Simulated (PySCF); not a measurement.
Gas-phase equilibrium of 1 mol HBr, 67 mol O2 at 800 K and 0.100 bar, among 12 species (O2, Br2, O, HBr, HO2, H2O, H, H2O2, O3, H2, HOBr, OH). Only gases are allowed; each row takes one source of thermochemistry for all species, and Cantera finds the minimum.

Method: PySCF energies (xtb for GFN2) plus ideal-gas RRHO corrections (1 bar). † marks an energy on the PBE0/def2-TZVP geometry and frequencies; other levels use their own. CCSD(T) freezes the core. 6-31G* has spherical d functions here. Open shells (unrestricted) among the columns below: O2 (multiplicity 3); the rest are closed-shell singlets. GFN2 has no spin-polarisation term. B3LYP is the form with VWN-RPA correlation. Br: all electrons, no relativistic terms. CCSD(T) isn't extrapolated to the basis-set limit. The harmonic model lacks anharmonicity and excited electronic states, which grow with temperature; levels with a mode under 35 cm⁻¹ are left out. Strong static correlation: O3. Warning, large T1 diagnostic: O3 (CCSD(T)/def2-TZVPP†).

Molecules larger than those listed are left out, and so are free Br atoms, whose spin-orbit terms are large. Table species left out: Br.

Mole fractions:

| thermochemistry | x O2 | x O3 | x Br2 | x H2O | x HOBr | x HBr |
|---|---|---|---|---|---|---|
| B3LYP/6-31G* | 0.99 | <1e-12 | 0.0068 | 0.0068 | 1.9e-7 | 0.0012 |
| CCSD(T)/def2-TZVPP† | 0.99 | <1e-12 | 0.0073 | 0.0073 | 5.9e-7 | 0.00012 |
| GFN2-xTB | 5.2e-6 | 0.98 | 0.0094 | 0.0088 | 0.0032 | 1.2e-8 |
| PBE/def2-TZVP† | 0.99 | <1e-12 | 0.0073 | 0.0073 | 5.4e-7 | 0.00017 |
| PBE0/def2-TZVP | 0.99 | <1e-12 | 0.0073 | 0.0073 | 2.0e-7 | 0.00016 |
| LDA/def2-TZVP† | 0.99 | 1.0e-10 | 0.0074 | 0.0074 | 2.9e-6 | 3.6e-5 |
The most sensitive of these is O3: it spans a factor of 10^12.0 over these rows; at this temperature one factor of ten is RT ln 10 = 15 kJ/mol.
